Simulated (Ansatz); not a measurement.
`CC[SiH2]N` from Hartree–Fock to CCSD(T)

Z-matrix (Å, degrees):
```
C
C 1 1.526
H 1 1.093 2 111.4
H 1 1.093 2 111.7 3 120.1
H 1 1.093 2 111.5 3 -119.7
Si 2 1.871 1 113.2 3 60.7
H 2 1.095 1 110.9 3 -60.9
H 2 1.097 1 110.2 3 -178.0
N 6 1.724 2 110.3 1 178.7
H 6 1.498 2 107.4 1 53.0
H 6 1.490 2 111.3 1 -63.8
H 9 1.008 6 120.0 2 -61.1
H 9 1.007 6 119.1 2 157.3
```

The species carries charge 0 and has multiplicity 1. The structure was optimised at the PBE0-D4/def2-TZVP level. It is one conformer, not always the lowest. Frozen core, restricted reference, Ansatz. CBS rows extrapolate triple and quadruple zeta; past MP2 they add the triple-zeta difference.

```
     basis     HF (Eh)  MP2 corr.
  def2-SVP  -424.19733   -0.56580
def2-TZVPP  -424.45893   -0.70149
def2-QZVPP  -424.47503   -0.74870
```

Task: Estimate the CCSD correlation energy and the (T) correction in each basis where they were run (hartree).

Result: 
```tsv
basis	CCSD corr.	(T)
def2-SVP	-0.62447	-0.01635
def2-TZVPP	-0.75217	-0.02739
CBS(def2)	-0.83434	as TZ
```
